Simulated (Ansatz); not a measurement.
`[OH][Al]([SiH3])[Br]` + NH₃ → `[NH2][Al]([OH])[Br]` + SiH₄ at 700 K and 1 bar (cleavage of the Al–Si bond).

Program: Ansatz. Geometries: PBE0-D4/def2-TZVP. ΔE: electronic, gas phase. CCSD(T)/CBS is the MP2 limit (def2-TZVPP, def2-QZVPP) plus CCSD(T) − MP2 in def2-TZVPP, frozen cores. This one scheme is used for every species. For Br outer-core shells are correlated without core-valence functions, which leaves a few kJ/mol of doubt a bond. Scalar relativity is left out up to krypton. Each species was taken in one conformer, which may not be the lowest.

```tsv
species	CCSD(T)/CBS energy (Eh)	H − E (kJ/mol)	S (J/(mol·K))
`[OH][Al]([SiH3])[Br]`	-3182.11809	178.1	484.8
NH₃	-56.50880	116.9	226.5
`[NH2][Al]([OH])[Br]`	-2947.19216	170.8	431.7
SiH₄	-291.46306	115.5	252.9
```

H − E and S are ideal-gas, rigid-rotor, harmonic terms from PBE0-D4/def2-TZVP, for one conformer and one mirror image of each species. 1 Eh = 2625.50 kJ/mol, R = 8.31446 J/(mol·K).

Question: By hand: ΔE, ΔH, ΔS and ΔG.

Answer: ΔE = (-2947.19216) + (-291.46306) − (-3182.11809) − (-56.50880) = -0.02833 Eh = -74.4 kJ/mol. Δ(H − E) = 170.8 + 115.5 − 178.1 − 116.9 = -8.7, so ΔH = -83.1 kJ/mol. ΔS = 431.7 + 252.9 − 484.8 − 226.5 = -26.7 J/(mol·K). ΔG = -83.1 − 700 × (-26.7)/1000 = -64.4 kJ/mol.

Question: By hand: the equilibrium constant, and the temperature at which ΔG would vanish if ΔH and ΔS stayed fixed.

Answer: log₁₀ K = −ΔG/(RT ln 10) = 4.8. ΔG = 0 at ΔH/ΔS = 3112 K, far beyond where these terms or the molecules hold.

ΔH outweighs TΔS. A doubt of 5 kJ/mol in ΔE shifts log₁₀ K by 0.4 here. Other conformers and mirror images would add mixing entropy, several J/(mol·K) or more a flexible species. Modes under 60 cm⁻¹, often nearly free rotors, make the harmonic entropy too high. These are equilibria of isolated gas molecules and say nothing of rates. Largest T1 diagnostic: 0.011 (customary marks: 0.02 for closed shells, 0.045 for open ones).
